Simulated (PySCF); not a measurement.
Species: (HSi)4S6 adamantane, H4S6Si4.
Bonds: Si1–S3, Si1–S9, Si1–S13, S3–Si4, Si4–S6, Si4–S14, S6–Si7, Si7–S9, Si7–S10, S10–Si11, Si11–S13, Si11–S14. Hydrogens: H2 on Si1; H5 on Si4; H8 on Si7; H12 on Si11.

Probes without a nucleus sit at each ring's centroid and 1 Å off its mean plane on both sides; NICS is minus the shielding there, NICSzz its component along the normal. Level: GIAO PBE0/pcSseg-1 (PySCF, non-relativistic, gas phase) on the PBE0-D3(BJ)/def2-SVP geometry, one conformer.

Ring bond lengths (Å), with Mayer bond orders in brackets: Si1–S3 2.146 (0.96), S3–Si4 2.146 (0.96), Si4–S6 2.146 (0.96), S6–Si7 2.146 (0.96), Si7–S9 2.145 (0.96), S9–Si1 2.145 (0.96); Si1–S3 2.146 (0.96), S3–Si4 2.146 (0.96), Si4–S14 2.146 (0.96), S14–Si11 2.145 (0.96), Si11–S13 2.145 (0.96), S13–Si1 2.146 (0.96); Si1–S9 2.145 (0.96), S9–Si7 2.145 (0.96), Si7–S10 2.145 (0.96), S10–Si11 2.145 (0.96), Si11–S13 2.145 (0.96), S13–Si1 2.146 (0.96).

Task: Give the NICS values of each ring in ppm.

Result: 
```
                   ring                               type  NICS(0)  NICS(1), two faces  NICS(1)zz, two faces  rms pucker (Å)  centre to ring atoms, mean (Å)
   Si1–S3–Si4–S6–Si7–S9  6-membered ring with 3 S and 3 Si     -1.3         -0.6 / -1.0             0.2 / 6.4            0.39                            2.03
Si1–S3–Si4–S14–Si11–S13  6-membered ring with 3 S and 3 Si     -1.3         -0.6 / -1.0             0.2 / 6.4            0.39                            2.03
Si1–S9–Si7–S10–Si11–S13  6-membered ring with 3 S and 3 Si     -1.3         -0.6 / -1.0             0.2 / 6.4            0.39                            2.03
```

Task: What can be read from them?

Result: 
- Si1–S3–Si4–S6–Si7–S9: mean NICS(1)zz 3.3 ppm, deshielded. Si1, Si4, Si7 have four or more neighbours, and the NICS criterion for π rings isn't applied. The two faces differ by 6.2 ppm, so no symmetry operation interchanges them.
- Si1–S3–Si4–S14–Si11–S13: mean NICS(1)zz 3.3 ppm, deshielded. Si1, Si4, Si11 have four or more neighbours, so the value isn't read as a sign of a π ring current. The two faces differ by 6.2 ppm, so no symmetry operation interchanges them.
- Si1–S9–Si7–S10–Si11–S13: mean NICS(1)zz 3.3 ppm, deshielded. Si1, Si7, Si11 have four or more neighbours; no verdict on aromaticity is drawn. The two faces differ by 6.2 ppm, so no symmetry operation interchanges them.

Task: What are the shieldings of the ring atoms and their hydrogens in the same run (means over atoms taken as equivalent)?

Result: 
```json
{"atoms": "Si1 (×4)", "environment": "silicon bonded to 3 S and H", "σ isotropic (ppm)": "349.2", "principal values of the symmetric part, first atom (ppm)": "296.0, 375.7, 376.1"}
{"atoms": "H2 (×4)", "environment": "hydrogen on silicon", "σ isotropic (ppm)": "25.32", "principal values of the symmetric part, first atom (ppm)": "21.9, 21.9, 32.1"}
{"atoms": "S3 (×6)", "environment": "sulfur bonded to 2 Si", "σ isotropic (ppm)": "600.1", "principal values of the symmetric part, first atom (ppm)": "420.3, 573.6, 806.0"}
```

Task: How do the values depend on the level or the medium?

Result: 
```csv
level,"NICS(0), Si1–S3–Si4–S6–Si7–S9","mean NICS(1)zz, Si1–S3–Si4–S6–Si7–S9","NICS(0), Si1–S3–Si4–S14–Si11–S13","mean NICS(1)zz, Si1–S3–Si4–S14–Si11–S13","NICS(0), Si1–S9–Si7–S10–Si11–S13","mean NICS(1)zz, Si1–S9–Si7–S10–Si11–S13"
"PBE0/pcSseg-1, gas",-1.3,3.3,-1.3,3.3,-1.3,3.3
"wB97X-D/pcSseg-1, gas",-1.6,2.9,-1.6,2.9,-1.6,2.9
```

The geometry is the same throughout.

The run took 57 s wall, 2.2 min CPU (with the writing of density and orbital grids) on INTEL XEON PLATINUM 8581C at 2.10 GHz, 2 threads, on a shared host, and the process peaked at 2.4 GiB of memory. This is the whole shielding run at PBE0/pcSseg-1, SCF included.
